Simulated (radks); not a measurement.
Values are calculated unless marked as measured or tabulated.
How relativity changes the ionisation of neutral aluminium ([Ne] 3s2 3p1) to Al+ ([Ne] 3s2). Spin-unpolarised spherical Kohn-Sham, PBE, point nucleus unless stated (finite: rms radius 3.061 fm), a radial shooting solver on a logarithmic mesh with Libxc functionals. A level marked "c x" has the speed of light scaled by that factor and shares open shells by 2j + 1; other Dirac levels either fill j = l - 1/2 first or share by 2j + 1.

level,E(Al) (hartree),E(Al+) (hartree),IE (eV),HOMO,<r> HOMO (bohr)
non-rel.,-242.22496,-242.01288,5.771,3p,3.445
scalar-rel.,-242.68469,-242.47297,5.761,3p,3.448
"scalar-rel., finite nucleus",-242.68455,-242.47283,5.761,3p,3.448
"Dirac, 2j+1 shares",-242.68491,-242.47319,5.761,3p3/2,3.451
"Dirac, low j first",-242.68531,-242.47319,5.772,3p1/2,3.443
"Dirac, 2j+1 shares, finite nucleus",-242.68477,-242.47305,5.761,3p3/2,3.451
"Dirac, c x 1.5",-242.42888,-242.21695,5.767,3p3/2,3.448
"Dirac, c x 5",-242.24328,-242.03121,5.771,3p3/2,3.446
"Dirac, c x 10",-242.22954,-242.01746,5.771,3p3/2,3.445

NIST Atomic Spectra Database: 5.986 eV (measured). The relativistic part of the total energy of Al is -0.4598 hartree (Dirac, 2j+1 shares, finite nucleus), 0.19 % of the non-relativistic value. Spin polarisation and multiplet splitting of open shells are left out at every level.

Beside tabulated values, note that spin-unpolarised runs miss the spin-polarisation part of the exchange energy of open shells.
